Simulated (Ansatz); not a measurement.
`O=C=C[TeH]` + `Cl[SiH](Cl)Cl` → `Cl[Si](Cl)(Cl)[TeH]` + `C=C=O` at 600 K and 1 bar (formal exchange of groups at a Te–C bond).

Computed with Ansatz on PBE0-D4/def2-TZVP structures; ΔE is electronic, products minus reactants. CCSD(T)/CBS adds triple-zeta CCSD(T) − MP2 to the extrapolated MP2 energy (def2 sets, frozen cores). This one scheme is used for every species. Elements past krypton have def2 core potentials. For Te outer-core shells are correlated without core-valence functions, which leaves a few kJ/mol of doubt a bond.

| species | CCSD(T)/CBS energy (Eh) | H − E (kJ/mol) | S (J/(mol·K)) |
| --- | --- | --- | --- |
| `O=C=C[TeH]` | -420.15634 | 120.8 | 372.9 |
| `Cl[SiH](Cl)Cl` | -1669.16736 | 79.2 | 373.7 |
| `Cl[Si](Cl)(Cl)[TeH]` | -1936.91665 | 91.5 | 470.7 |
| `C=C=O` | -152.43640 | 113.6 | 283.5 |

H − E and S are ideal-gas, rigid-rotor, harmonic terms from PBE0-D4/def2-TZVP, for one conformer and one mirror image of each species. 1 Eh = 2625.50 kJ/mol, R = 8.31446 J/(mol·K).

Problem. By hand: ΔE, ΔH, ΔS and ΔG.

Solution. ΔE = (-1936.91665) + (-152.43640) − (-420.15634) − (-1669.16736) = -0.02935 Eh = -77.1 kJ/mol. Δ(H − E) = 91.5 + 113.6 − 120.8 − 79.2 = 5.1, so ΔH = -72.0 kJ/mol. ΔS = 470.7 + 283.5 − 372.9 − 373.7 = 7.6 J/(mol·K). ΔG = -72.0 − 600 × (7.6)/1000 = -76.6 kJ/mol.

Problem. By hand: the equilibrium constant, and the temperature at which ΔG would vanish if ΔH and ΔS stayed fixed.

Solution. log₁₀ K = −ΔG/(RT ln 10) = 6.7. ΔH and −TΔS have one sign here, so there is no such temperature.

The number of gas molecules stays the same, so ΔS is small and ΔH decides. A doubt of 5 kJ/mol in ΔE shifts log₁₀ K by 0.4 here. Other conformers and mirror images would add mixing entropy, several J/(mol·K) or more a flexible species. These are equilibria of isolated gas molecules and say nothing of rates. Largest T1 diagnostic: 0.016 (customary marks: 0.02 for closed shells, 0.045 for open ones).

ΔS is within the doubt of such terms, so its sign, and with it that verdict, could turn.
